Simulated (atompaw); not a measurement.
Cu: one change to a PAW (atompaw) potential, before and after

- Element: copper (Cu)
- Generator: atompaw 4.2.0.5
- Type: PAW
- Functional: PBE
- Relativity: scalar-relativistic
- Frozen core: [Ne] 3s2
- Valence charge: 17
- Reference configuration: 3p6 3d10 4s1 4p0
- Partial waves: 4s (bound): rc 2.50 bohr; 4s channel at 1.45 Ry: rc 2.50 bohr; 3p (bound): rc 0.90 bohr; 4p (bound, empty): rc 2.50 bohr; 3d (bound): rc 0.85 bohr; 3d channel at 0.5 Ry: rc 0.85 bohr
- Local potential: ultrasoft scheme with l = 3 at 0 Ry, radius 2.40 bohr
- Core correction: smooth core density matched at 2.40 bohr
- Augmentation charge: sinc compensation charge, radius 2.10 bohr; PAW radius 2.50 bohr; waves and projectors: custom rrkj vanderbiltortho

Change: local potential ultrasoft scheme with l = 3 at 0 Ry, radius 1.54 bohr.

Cutoffs: the cutoffs (Ry, on a coarse ladder) from which the occupation-weighted sum of valence levels, in a spherical-Bessel basis at the reference potential, stays within 10 and 1 mRy of its value at 400 Ry; they do not see the model core or the augmentation charge, which bear on the density cutoff.

Question: What does the change do?

Answer: The range in which the s phases agree narrows (upper end 4.0 → 2.3); neither file shows a bound ghost.

| quantity | base | changed |
| --- | --- | --- |
| cutoff, loose | 200 Ry | 200 Ry |
| cutoff, tight | over 300 Ry | over 300 Ry |
| bound ghosts | none | none |
| s: phases at 2.51 bohr within 0.05 rad from the reference energy up to (Ry; the scan ends near 5) | 4.0 | 2.3 |
| p: phases at 2.51 bohr within 0.05 rad from the reference energy up to (Ry; the scan ends near 5) | 3.8 | 3.2 |
| d: phases at 2.51 bohr within 0.05 rad from the reference energy up to (Ry; the scan ends near 5) | to the end of the scan | to the end of the scan |
| lowest overlap eigenvalue by channel | s 0.44, p 0.61, d 0.99 | s 0.33, p 0.48, d 0.93 |

 The cutoffs see the waves, projectors and local potential, not the compensation charge or the core.
